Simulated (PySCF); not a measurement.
GdCl: f occupation and spin

Unrestricted PBE0; PySCF, spin-free X2C with a Gaussian nucleus, basis sets Gd x2c-SVPall, Cl x2c-SVPall. The search starts from ions with several 4f fillings and holds each by maximum overlap.

The lowest solution has 2Ms+1 = 8, about 7.1 4f electrons, near 2.41 Å.

The lowest solution of each spin and filling, followed along the bond (rough minima from three points):

| 2Ms+1 | 4f population | ⟨S²⟩ at the start | R at minimum (Å) | Te (eV) |
| --- | --- | --- | --- | --- |
| 8 | 7.07 | 15.79 | 2.41 | 0.00 |
| 10 | 7.03 | 24.76 | 2.46 | 0.11 |
| 6 | 7.17 | 10.62 | 2.47 | 0.96 |
| 8 | 8.01 | 15.76 | 2.54 | 1.28 |

Solutions at the starting distance of 2.490 Å, counted from the lowest; the search is not exhaustive:

| 2Ms+1 | 4f population | E (eV) | ⟨S²⟩ | ⟨Lz²⟩ | μ (D) |
| --- | --- | --- | --- | --- | --- |
| 8 | 7.07 | 0.00 | 15.79 | 0.0 | -2.82 |
| 10 | 7.03 | 0.09 | 24.76 | 4.0 | -4.51 |
| 10 | 7.03 | 0.55 | 24.76 | 1.0 | -3.09 |
| 8 | 7.03 | 0.78 | 16.75 | 4.0 | -3.17 |
| 6 | 7.17 | 0.92 | 10.62 | 4.0 | -4.14 |
| 10 | 7.04 | 0.93 | 24.76 | 0.0 | -0.77 |
| 8 | 8.01 | 1.26 | 15.76 | 4.0 | -4.48 |
| 6 | 7.51 | 1.28 | 10.28 | 0.0 | -2.32 |
| 8 | 8.00 | 1.37 | 15.77 | 7.2 | -4.35 |
| 8 | 8.01 | 1.39 | 15.76 | 9.0 | -4.31 |

Partly filled real f orbitals mix terms, so no term symbols are given. A population far from a whole number shows f orbitals mixing with d and ligand orbitals, not a clean configuration. A positive dipole means Gd(−)Cl(+).

Spin–orbit coupling is left out. Counting both spins, an empty level lies below a filled one in some of these solutions, because spin and occupation are held. The state is the lowest single determinant that the PBE0 search found; with open d or f shells the true ground state can be another one.
